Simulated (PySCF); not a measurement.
Do core-level shifts follow atomic charges?

Species: C6H13OP.
Structure used (PBE0-D3(BJ)/def2-SVP), in Å, numbered top down from 1:
```
atom  x, y, z in Å
C1    -3.7873    0.4566    0.0002
O2    -2.4720    0.2651   -0.4119
C3    -1.8447   -0.8244    0.1996
C4    -0.4073   -0.8792   -0.2683
P5     0.5133    0.6890    0.1427
C6     2.1454    0.2750   -0.5810
C7     3.1885   -0.3248    0.3270
C8     3.3454    1.0792   -0.1578
H9    -4.4292   -0.4157   -0.2370
H10   -4.1845    1.3343   -0.5287
H11   -3.8576    0.6420    1.0907
H12   -1.8798   -0.7189    1.3049
H13   -2.3708   -1.7698   -0.0518
H14   -0.3676   -1.0892   -1.3493
H15    0.1136   -1.7007    0.2497
H16    0.0198    1.4846   -0.9329
H17    2.1470   -0.0851   -1.6164
H18    3.8397   -1.0983   -0.0886
H19    2.9231   -0.4757    1.3782
H20    3.1883    1.8895    0.5606
H21    4.1064    1.2895   -0.9139
```

Binding energies: delta-SCF UKS SCAN, pcX-2 on the ionised atom, pcseg-1 elsewhere, spin-free X2C (PySCF). Charges: PBE0/pcSseg-1 ground-state density, for the ionised atom.

```
atom                     environment  C 1s (eV)  Mulliken (e)  IAO (e)  Hirshfeld (e)  ESP (e)
  C4  sp3 carbon bound to phosphorus     290.27        -0.475   -0.432         -0.119   -0.261
  C6  sp3 carbon bound to phosphorus     290.29        -0.495   -0.326         -0.092   +0.076
  C7      three-membered-ring carbon     290.51        -0.215   -0.284         -0.092   -0.348
  C3      sp3 carbon bound to oxygen     291.96        +0.067   -0.035          0.000   +0.246
  C1                  methoxy carbon     292.13        -0.035   -0.193         -0.038   -0.210
```

Problem. Give the correlation coefficient and slope of binding energy on charge for each scheme.

Solution. Hirshfeld: r = 0.92, slope 17.9 eV per e; Mulliken: r = 0.92, slope 3.4 eV per e; IAO: r = 0.85, slope 5.3 eV per e; ESP: r = 0.34, slope 1.3 eV per e. On 5 points no scheme stands out.

Problem. The point-charge model writes a binding energy as kq + V + constant, with V the potential of the other atoms' charges at the site. What does it give with the ESP charges?

Solution. V = Σ 14.40 eV Å × q/r over all other atoms: +2.88 eV at C4, -2.83 eV at C6, +3.35 eV at C7, -3.80 eV at C3, +2.38 eV at C1. Fitting binding energy − V to q gives k = 14.7 eV per e and leaves an rms residual of 0.52 eV, against 0.78 eV for the fit on q alone. The model has no term for differences in relaxation between sites.

Isolated species at its PBE0-D3(BJ)/def2-SVP geometry (one conformer only).
